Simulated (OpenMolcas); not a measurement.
Ir5+: effect of the level shift or regulariser

| Quantity | Value |
| --- | --- |
| Program | OpenMolcas |
| Basis | ANO-RCC-VTZP [8s7p5d3f1g] |
| Scalar Hamiltonian | DKH2, point nucleus |
| Active space | 4 electrons in 5 orbitals (5d) |
| State averaging | 2S+1 = 5 even, 5 roots; 2S+1 = 3 even, 45 roots; 2S+1 = 1 even, 50 roots |
| Spin-orbit coupling | RASSI with atomic mean-field integrals over the reference wave functions, term energies averaged over their components |

Methods on the same reference wave functions:
A. CASSCF
B. MS-CASPT2, IPEA 0.25 Eh, imaginary shift 0.1 Eh (closed shells correlated: 5s 5p)
C. MS-CASPT2, IPEA 0.25 Eh, real shift 0.2 Eh (closed shells correlated: 5s 5p)
D. MS-CASPT2, IPEA 0.25 Eh, sigma2 regulariser 0.3 Eh (closed shells correlated: 5s 5p)

Energies in cm⁻¹ above 5d⁴ ⁵D₀.

```csv
Level,A,B,C,D
5d⁴ ⁵D₀ [59 %],0.0,0.0,0.0,0.0
5d⁴ ⁵D₁,5211,6020,6020,6020
5d⁴ ⁵D₂,9901,10940,10940,10940
5d⁴ ⁵D₃,13640,14520,14520,14520
5d⁴ ⁵D₄ [60 %],16204,16540,16530,16540
5d⁴ ³H₄ [54 %],25796,25200,25200,25200
5d⁴ ³G₃ [62 %],30965,29330,29340,29330
5d⁴ ³H₅,32085,31280,31280,31280
5d⁴ ³F₂(1) [62 %],32313,29960,29990,29960
5d⁴ ³P₁(1) [73 %],33023,30930,30970,30930
5d⁴ ³H₆ [72 %],34820,34020,34020,34020
5d⁴ ³G₄ [55 %],38262,36860,36870,36860
5d⁴ ³G₅,47195,45840,45840,45840
5d⁴ ¹I₆ [72 %],49451,48240,48230,48230
5d⁴ ³D₁,50179,47280,47290,47280
5d⁴ ¹S₀(1) [72 %],57430,53900,53930,53890
5d⁴ ¹F₃ [60 %],60996,56560,56590,56560
5d⁴ ³P₂(2) [57 %],65334,60000,60000,60000
5d⁴ ³F₃(2),72425,67420,67440,67420
5d⁴ ³P₁(2),73609,67770,67800,67770
5d⁴ ³P₀(2),77367,71440,71450,71440
5d⁴ ¹G₄(2) [73 %],77537,71950,71970,71950
5d⁴ ¹D₂(2),95422,86920,86950,86920
5d⁴ ¹S₀(2),119542,108650,108680,108650
```

Among B to D the level of the table that moves most is 5d⁴ ³P₁(1) [73 %], by 41 cm-1 (lowest in D, highest in C). Moves below CASPT2's spread within the term are not significant.

From A to B the spin-free energies of the other terms of 5d⁴ shown, above ⁵D, scale by factors of 0.82 to 0.90, as is usual when dynamic correlation screens the repulsion within a d or f shell.

The lowest spin-free term lies below A's lowest term by 0.260 hartree in B, 0.260 hartree in C, 0.260 hartree in D.

CASPT2 does not keep the components of a term degenerate, so their means are used; among the terms shown or strongly mixed into the levels shown the widest spread is 1100 cm-1 (5d⁴ ¹I, D). Without dynamic correlation excited terms often stand tens of per cent too high (terms of higher spin than the ground term too low), and those without a measured partner can miss by more than the paired ones (holds for A). The CASPT2 spread within a term exceeds the gap to the next term for 5d⁴ ³D and 5d⁴ ¹I, so the order of their levels is uncertain (holds for B; C; D). Only configurations of the active space appear. The table leaves out levels that lie high or whose names do not pair safely across all columns.

A share in square brackets marks a mixed level and gives the weight of the term that names it, the lowest over the columns. A number in round brackets counts repeated terms of one configuration in the order of the reference energies.
